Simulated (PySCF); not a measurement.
# `N#CC1=C[C@@H]2C=C[C@H]1C2`: 4 charge schemes on one density

Compound: C8H7N.
Geometry (GFN2-xTB, Å), atoms numbered from 1 in this order:
```xyz
16
C8H7N angstrom
N      0.451   -1.844    3.217
C      0.275   -1.392    2.176
C      0.042   -0.810    0.929
C      0.044   -1.365   -0.288
C     -0.236   -0.256   -1.282
C      0.977    0.664   -1.206
C      0.974    1.221   -0.004
C     -0.238    0.684    0.738
C     -1.222    0.579   -0.441
H      0.241   -2.386   -0.554
H     -0.542   -0.569   -2.275
H      1.689    0.769   -2.001
H      1.685    1.895    0.433
H     -0.548    1.225    1.628
H     -1.459    1.544   -0.888
H     -2.141    0.048   -0.194
```

Density: PBE0/pcSseg-1 (PySCF); schemes: Mulliken, IAO, Hirshfeld and ESP-fitted. Geometry: GFN2-xTB; no solvent, vibrations or thermal averaging.

Tabulate the Mulliken, IAO, Hirshfeld and ESP-fitted charges.

In e:

```json
{"atom": "N1", "environment": "nitrile nitrogen", "Mulliken": "-0.248", "IAO": "-0.248", "Hirshfeld": "-0.227", "ESP-fitted": "-0.471"}
{"atom": "C2", "environment": "nitrile carbon", "Mulliken": "+0.133", "IAO": "+0.140", "Hirshfeld": "+0.069", "ESP-fitted": "+0.400"}
{"atom": "C3", "environment": "fully substituted alkene carbon", "Mulliken": "-0.155", "IAO": "-0.061", "Hirshfeld": "+0.004", "ESP-fitted": "-0.143"}
{"atom": "C4", "environment": "alkene CH carbon", "Mulliken": "+0.112", "IAO": "-0.110", "Hirshfeld": "-0.014", "ESP-fitted": "-0.202"}
{"atom": "C5", "environment": "sp3 carbon at a ring junction", "Mulliken": "-0.299", "IAO": "-0.132", "Hirshfeld": "-0.022", "ESP-fitted": "+0.225"}
{"atom": "C6", "environment": "alkene CH carbon", "Mulliken": "-0.020", "IAO": "-0.161", "Hirshfeld": "-0.048", "ESP-fitted": "-0.245"}
{"atom": "C7", "environment": "alkene CH carbon", "Mulliken": "-0.009", "IAO": "-0.160", "Hirshfeld": "-0.048", "ESP-fitted": "-0.253"}
{"atom": "C8", "environment": "sp3 carbon at a ring junction", "Mulliken": "-0.251", "IAO": "-0.121", "Hirshfeld": "-0.017", "ESP-fitted": "+0.221"}
{"atom": "C9", "environment": "ring CH2 carbon", "Mulliken": "+0.024", "IAO": "-0.227", "Hirshfeld": "-0.059", "ESP-fitted": "-0.480"}
{"atom": "H10", "environment": "vinylic hydrogen", "Mulliken": "+0.085", "IAO": "+0.172", "Hirshfeld": "+0.066", "ESP-fitted": "+0.171"}
{"atom": "H11", "environment": "methine hydrogen", "Mulliken": "+0.103", "IAO": "+0.148", "Hirshfeld": "+0.050", "ESP-fitted": "+0.058"}
{"atom": "H12", "environment": "vinylic hydrogen", "Mulliken": "+0.090", "IAO": "+0.161", "Hirshfeld": "+0.055", "ESP-fitted": "+0.163"}
{"atom": "H13", "environment": "vinylic hydrogen", "Mulliken": "+0.092", "IAO": "+0.163", "Hirshfeld": "+0.057", "ESP-fitted": "+0.169"}
{"atom": "H14", "environment": "methine hydrogen", "Mulliken": "+0.097", "IAO": "+0.154", "Hirshfeld": "+0.053", "ESP-fitted": "+0.070"}
{"atom": "H15", "environment": "methylene hydrogen", "Mulliken": "+0.118", "IAO": "+0.144", "Hirshfeld": "+0.041", "ESP-fitted": "+0.165"}
{"atom": "H16", "environment": "methylene hydrogen", "Mulliken": "+0.127", "IAO": "+0.140", "Hirshfeld": "+0.039", "ESP-fitted": "+0.152"}
```

Mean size of the charges over all atoms: ESP-fitted 0.224 e, IAO 0.153 e, Mulliken 0.123 e, Hirshfeld 0.054 e. Each set sums to the total charge, 0, to within 0.001 e. The Mulliken scheme counts on each atom the diagonal of the density matrix times the overlap matrix over that atom's basis functions.

Lowest charge. The schemes don't all agree: Mulliken C5 (-0.299); IAO N1 (-0.248); Hirshfeld N1 (-0.227); ESP-fitted C9 (-0.480).

Highest charge. The schemes don't all agree: Mulliken C2 (+0.133); IAO H10 (+0.172); Hirshfeld C2 (+0.069); ESP-fitted C2 (+0.400).

How many electrons does the Mulliken scheme count on C3?

Z − q = 6 − (-0.155) = 6.155.

How closely do the schemes follow one another over all atoms?

Correlation coefficient and root-mean-square difference: IAO with Hirshfeld 0.86, 0.103 e; Hirshfeld with ESP-fitted 0.77, 0.204 e; IAO with ESP-fitted 0.75, 0.172 e; Mulliken with IAO 0.69, 0.121 e; Mulliken with Hirshfeld 0.65, 0.114 e; Mulliken with ESP-fitted 0.23, 0.263 e.

Sum the charges by element, for elements with more than one atom.

| element | atoms | Mulliken | IAO | Hirshfeld | ESP-fitted |
| --- | --- | --- | --- | --- | --- |
| C | 8 | -0.465 | -0.833 | -0.134 | -0.477 |
| H | 7 | +0.712 | +1.081 | +0.361 | +0.948 |
